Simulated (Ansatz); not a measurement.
Relaxation of ClF5H3MoN (11 atoms, charge 0, multiplicity 1), to a largest force component of 0.03 eV/Å in at most 50 steps.

Theory: RHF/def2-SVP in Ansatz 0.2.0.

```xyz
11
Properties=species:S:1:pos:R:3
Mo 0.233 0.297 -0.310
Cl 0.535 -0.533 3.098
F 1.848 -0.504 -0.020
F -0.322 1.776 -1.230
F -1.231 0.721 0.666
F -0.389 -1.370 0.041
F 0.487 -0.242 -2.013
N 1.224 1.613 0.746
H 2.212 1.486 0.874
H 0.909 2.567 0.691
H 0.769 0.727 2.781
```

Question: Where does it end, and by what steps?

Answer: It converged. The force dipped under the threshold on the way, but the program's further checks kept it going. After 42 steps the energy has fallen by 0.782 eV; Cl2 moved furthest, 2.21 Å.

| step | energy less start (eV) | largest force component (eV/Å) | accepted |
| --- | --- | --- | --- |
| 0 | 0.0000 | 1.467 | yes |
| 2 | -0.2116 | 0.565 | yes |
| 4 | -0.2637 | 0.789 | yes |
| 6 | -0.3145 | 0.124 | yes |
| 8 | -0.3179 | 1.509 | no |
| 10 | -0.4406 | 0.538 | yes |
| 12 | -0.5979 | 0.986 | yes |
| 14 | -0.6526 | 1.512 | yes |
| 16 | -0.7282 | 0.795 | yes |
| 18 | -0.7523 | 0.194 | yes |
| 20 | -0.7656 | 0.189 | yes |
| 22 | -0.7719 | 0.155 | yes |
| 24 | -0.7741 | 0.071 | yes |
| 26 | -0.7750 | 0.058 | yes |
| 28 | -0.7759 | 0.085 | yes |
| 30 | -0.7769 | 0.017 | yes |
| 32 | -0.7760 | 0.176 | no |
| 34 | -0.7795 | 0.052 | yes |
| 36 | -0.7804 | 0.089 | yes |
| 38 | -0.7814 | 0.041 | yes |
| 40 | -0.7813 | 0.075 | no |
| 42 | -0.7821 | 0.026 | yes |

```xyz
11
Properties=species:S:1:pos:R:3
Mo 0.273 0.189 -0.424
Cl 0.467 1.598 3.671
F 1.679 -0.955 -0.509
F -0.805 1.616 -0.165
F -0.391 -0.437 1.180
F -0.750 -1.163 -1.122
F 0.439 0.753 -2.144
N 1.603 1.241 0.360
H 2.546 0.936 0.538
H 1.393 2.141 0.769
H -0.180 0.620 3.169
```

Whether the end is a true minimum wasn't checked by a vibrational analysis.

Run time: 82 s on 4 threads of Arm Neoverse V2 (shared host), peak memory 0.46 GiB.
